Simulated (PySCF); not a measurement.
Vertical excitations of a molecule C2H6ClFSi from TDDFT-PBE/def2-SVPD run with PySCF, as energy in eV (oscillator strength): 7.13 (0.075), 7.56 (0.022), 7.78 (0.017), 7.87 (0.003), 8.06 (0.009), 8.19 (0.001), 8.29 (0.017), 8.41 (0.050), 8.49 (0.080), 8.60 (0.002). Lowest triplet (TDA): 6.97 eV. The structure is a stationary point at PBE0-D3(BJ)/def2-SVP. Other conformers were not sampled.

Q: Which structure fits?
A. F[SiH2]CCCl
B. C[Si](C)(F)Cl
C. CC[Si@@H](F)Cl
D. C[Si@H](Cl)CF

A: B, C[Si](C)(F)Cl
